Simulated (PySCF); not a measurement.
Frontier levels across methods

Compound: C₆H₃F.
Atom-mapped SMILES: `[CH:1]#[C:2]/[CH:3]=[C:4](\[F:5])[C:6]#[CH:7]` (hydrogens: H8 on C1; H9 on C3; H10 on C7)

Basis pcSseg-2 throughout (PySCF), one geometry. Geometry: PBE0-D3(BJ)/def2-SVP; no solvent, vibrations or thermal averaging.

**Question.** How do the orbital energies, the gap and the dipole change with the method?

**Answer.** 
```csv
method,kind,HOMO (eV),LUMO (eV),gap (eV),μ (D),SCF cycles
OPBE,GGA,-5.92,-2.63,3.29,1.37,19
KT2,GGA,-5.93,-2.67,3.26,1.41,18
KT3,GGA,-5.94,-2.66,3.29,1.40,18
BP86,GGA,-6.03,-2.78,3.25,1.40,17
LDA,LDA,-6.15,-2.94,3.22,1.46,17
B97-2,global hybrid,-6.71,-1.92,4.78,1.50,15
mPW1PW91,global hybrid,-6.97,-1.91,5.05,1.52,15
wB97X-D,range-separated hybrid,-8.64,-0.21,8.44,1.54,14
```

The HOMO spans 2.72 eV, from OPBE down to wB97X-D, and the gap runs from 3.22 eV (LDA) to 8.44 eV (wB97X-D). Over the methods OPBE (0 %), KT2 (0 %), KT3 (0 %), BP86 (0 %), LDA (0 %), B97-2 (21 %), mPW1PW91 (25 %), a straight line through the gap against the share of exact exchange rises by 0.72 eV for each 10 % (correlation coefficient 1.000). The dipole ranges from 1.37 D (OPBE) to 1.54 D (wB97X-D). This basis has no diffuse functions.
